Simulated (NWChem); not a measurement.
Program: NWChem. System: C₂H₃O₃, charge 0, spin multiplicity 2, at a geometry optimised with UB3LYP/def2-SVP. The structure started from a generated list of species. Its SCF solution wasn't tested for a lower state. Level: UHF/def2-TZVP.

Input file:

```
start mol
memory heap 200 mb stack 900 mb global 1100 mb
geometry units angstroms nocenter noautoz
  C     -0.103618    -1.791911     0.000000
  O     -0.747503    -0.507849     0.000000
  C      0.031439     0.556728     0.000000
  O     -0.489364     1.703691     0.000000
  O      1.275180     0.525564     0.000000
  H      0.520092    -1.914966     0.897675
  H      0.520092    -1.914966    -0.897675
  H     -0.913620    -2.530214     0.000000
  symmetry group Cs
end
basis spherical
  * library def2-tzvp
end
scf
  uhf
  nopen 1
  maxiter 100
  thresh 1e-7
  semidirect memsize 60000000 filesize 0
  # guess.movecs holds the orbitals of an unrestricted PBE0 run
  vectors input guess.movecs output mol.movecs
end
task scf energy
```

Output (cleaned and shortened):

```
             Northwest Computational Chemistry Package (NWChem) 7.3.0
             --------------------------------------------------------

                                NWChem Input Module
                                -------------------

 Scaling coordinates for geometry "geometry" by  1.889725989
 (inverse scale =  0.529177249)

 Turning off AUTOSYM since
 SYMMETRY directive was detected!

                             Geometry "geometry" -> ""
                             -------------------------

 Output coordinates in angstroms (scale by  1.889725989 to convert to a.u.)

  No.       Tag          Charge          X              Y              Z
 ---- ---------------- ---------- -------------- -------------- --------------
    1 C                    6.0000    -0.10361800    -1.79191100     0.00000000
    2 O                    8.0000    -0.74750300    -0.50784900     0.00000000
    3 C                    6.0000     0.03143900     0.55672800     0.00000000
    4 O                    8.0000    -0.48936400     1.70369100     0.00000000
    5 O                    8.0000     1.27518000     0.52556400     0.00000000
    6 H                    1.0000     0.52009200    -1.91496600     0.89767500
    7 H                    1.0000     0.52009200    -1.91496600    -0.89767500
    8 H                    1.0000    -0.91362000    -2.53021400     0.00000000

 Effective nuclear repulsion energy (a.u.)     174.8188285821

            Nuclear Dipole moment (a.u.)
            ----------------------------
        X                 Y               Z
 ---------------- ---------------- ----------------
    -0.0000113384     0.0000075589     0.0000000000

      Symmetry information
      --------------------

 Group name             Cs
 Group number              2
 Group order               2
 No. of unique centers     7

      Symmetry unique atoms

     1    2    3    4    5    6    8


 Summary of "ao basis" -> "" (spherical)
 ------------------------------------------------------------------------------
       Tag                 Description            Shells   Functions and Types
[...]
    2 O    8     8.36   0.79  1.18  0.55  0.97  0.27  1.86  2.09  0.61  0.00  0.04  0.00
    3 C    6     5.30   0.86  1.12  0.53  0.39  0.01  1.14  0.78  0.11  0.08  0.25  0.03
    4 O    8     8.12   0.79  1.18  0.60  1.00  0.30  1.79  1.86  0.56  0.00  0.03  0.00
    5 O    8     8.52   0.79  1.18  0.58  0.95  0.36  1.82  1.97  0.84  0.00  0.03  0.00
    6 H    1     0.86   0.26  0.48  0.10  0.02
    7 H    1     0.86   0.26  0.48  0.10  0.02
    8 H    1     0.86   0.27  0.49  0.09  0.02

  Mulliken analysis of the alpha density
  --------------------------------------

    Atom       Charge   Shell Charges
 -----------   ------   -------------------------------------------------------
    1 C    6     3.05   0.43  0.56  0.24  0.34  0.04  0.60  0.65  0.14  0.01  0.04  0.00
    2 O    8     4.18   0.40  0.59  0.27  0.48  0.14  0.93  1.04  0.30  0.00  0.02  0.00
    3 C    6     2.60   0.43  0.56  0.26  0.19  0.00  0.56  0.37  0.05  0.04  0.12  0.02
    4 O    8     4.56   0.40  0.59  0.31  0.52  0.15  1.12  1.14  0.32  0.00  0.01  0.00
    5 O    8     4.31   0.40  0.59  0.29  0.48  0.18  0.94  1.00  0.41  0.00  0.02  0.00
    6 H    1     0.43   0.13  0.24  0.05  0.01
    7 H    1     0.43   0.13  0.24  0.05  0.01
    8 H    1     0.43   0.13  0.24  0.04  0.01

   Mulliken analysis of the beta density
   -------------------------------------

    Atom       Charge   Shell Charges
 -----------   ------   -------------------------------------------------------
    1 C    6     3.05   0.43  0.56  0.24  0.34  0.04  0.60  0.65  0.14  0.01  0.04  0.00
    2 O    8     4.18   0.40  0.59  0.27  0.48  0.13  0.93  1.04  0.30  0.00  0.02  0.00
    3 C    6     2.71   0.43  0.56  0.27  0.20  0.01  0.59  0.41  0.06  0.04  0.13  0.01
    4 O    8     3.56   0.40  0.59  0.29  0.49  0.16  0.66  0.72  0.25  0.00  0.02  0.00
    5 O    8     4.21   0.40  0.59  0.29  0.47  0.18  0.88  0.96  0.42  0.00  0.02  0.00
    6 H    1     0.43   0.13  0.24  0.05  0.01
    7 H    1     0.43   0.13  0.24  0.05  0.01
    8 H    1     0.43   0.13  0.24  0.04  0.01

   Mulliken analysis of the spin density
   -------------------------------------

    Atom       Charge   Shell Charges
 -----------   ------   -------------------------------------------------------
    1 C    6     0.00   0.00 -0.00  0.00  0.00  0.00  0.00  0.00 -0.00  0.00  0.00  0.00
    2 O    8     0.01   0.00 -0.00  0.00  0.00  0.00  0.00  0.00 -0.00  0.00  0.00  0.00
    3 C    6    -0.11  -0.00  0.00 -0.01 -0.01 -0.00 -0.03 -0.04 -0.01  0.00 -0.01  0.00
    4 O    8     1.00   0.00 -0.00  0.02  0.03 -0.01  0.46  0.43  0.07 -0.00 -0.00 -0.00
    5 O    8     0.10   0.00 -0.00  0.00  0.00 -0.00  0.06  0.04 -0.01  0.00 -0.00 -0.00
    6 H    1    -0.00  -0.00 -0.00 -0.00 -0.00
    7 H    1    -0.00  -0.00 -0.00 -0.00 -0.00
    8 H    1     0.00   0.00  0.00  0.00 -0.00

       Multipole analysis of the density wrt the origin
       ------------------------------------------------

     L   x y z        total         alpha         beta         nuclear
     -   - - -        -----         -----         ----         -------
     0   0 0 0     -0.000000    -20.000000    -19.000000     39.000000

     1   1 0 0     -0.733820     -0.010401     -0.723408     -0.000011
     1   0 1 0     -1.001118     -2.009085      1.007959      0.000008
     1   0 0 1     -0.000000     -0.000000      0.000000      0.000000

     2   2 0 0    -24.482745    -50.559977    -48.345957     74.423189
     2   1 1 0     -1.107833     -5.134308     -7.641831     11.668306
     2   1 0 1     -0.000000     -0.000000     -0.000000      0.000000
     2   0 2 0    -18.293807   -125.434956   -115.532739    222.673887
     2   0 1 1      0.000000     -0.000000      0.000000      0.000000
     2   0 0 2    -20.198100    -13.046212    -12.907161      5.755273

 Task  times  cpu:       77.4s     wall:       77.4s

 Total times  cpu:       77.4s     wall:       77.4s
```
